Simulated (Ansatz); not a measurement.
`C[SiH](F)[GeH3]` + `[SiH3]S` → `[SiH3][S][GeH3]` + `C[SiH2]F` at 298.15 K and 1 bar (cleavage of the Ge–Si bond).

Gas-phase electronic energies from Ansatz, PBE0-D4/def2-TZVP geometries. CCSD(T)/CBS is the MP2 limit (def2-TZVPP, def2-QZVPP) plus CCSD(T) − MP2 in def2-TZVPP, frozen cores. For Ge outer-core shells are correlated without core-valence functions, which leaves a few kJ/mol of doubt a bond. Scalar relativity is left out up to krypton.

```json
{"species": "`C[SiH](F)[GeH3]`", "CCSD(T)/CBS energy (Eh)": "-2507.31933", "H − E (kJ/mol)": "210.8", "S (J/(mol·K))": "362.8"}
{"species": "`[SiH3]S`", "CCSD(T)/CBS energy (Eh)": "-689.27336", "H − E (kJ/mol)": "102.7", "S (J/(mol·K))": "272.7"}
{"species": "`[SiH3][S][GeH3]`", "CCSD(T)/CBS energy (Eh)": "-2766.60510", "H − E (kJ/mol)": "152.3", "S (J/(mol·K))": "352.5"}
{"species": "`C[SiH2]F`", "CCSD(T)/CBS energy (Eh)": "-430.00374", "H − E (kJ/mol)": "162.8", "S (J/(mol·K))": "286.2"}
```

H − E and S are ideal-gas, rigid-rotor, harmonic terms from PBE0-D4/def2-TZVP, for one conformer and one mirror image of each species. 1 Eh = 2625.50 kJ/mol, R = 8.31446 J/(mol·K).

Q: By hand: ΔE, ΔH, ΔS and ΔG.

A: ΔE = (-2766.60510) + (-430.00374) − (-2507.31933) − (-689.27336) = -0.01615 Eh = -42.4 kJ/mol. Δ(H − E) = 152.3 + 162.8 − 210.8 − 102.7 = 1.6, so ΔH = -40.8 kJ/mol. ΔS = 352.5 + 286.2 − 362.8 − 272.7 = 3.2 J/(mol·K). ΔG = -40.8 − 298.15 × (3.2)/1000 = -41.8 kJ/mol.

Q: By hand: the equilibrium constant, and the temperature at which ΔG would vanish if ΔH and ΔS stayed fixed.

A: log₁₀ K = −ΔG/(RT ln 10) = 7.3. ΔH and −TΔS have one sign here, so there is no such temperature. One of them is within its doubt of zero, so this could turn.

The number of gas molecules stays the same, so ΔS is small and ΔH decides. A doubt of 5 kJ/mol in ΔE shifts log₁₀ K by 0.9 here. Other conformers and mirror images would add mixing entropy, several J/(mol·K) or more a flexible species. Modes under 60 cm⁻¹, often nearly free rotors, make the harmonic entropy too high. These are equilibria of isolated gas molecules and say nothing of rates. Largest T1 diagnostic: 0.012 (customary marks: 0.02 for closed shells, 0.045 for open ones).
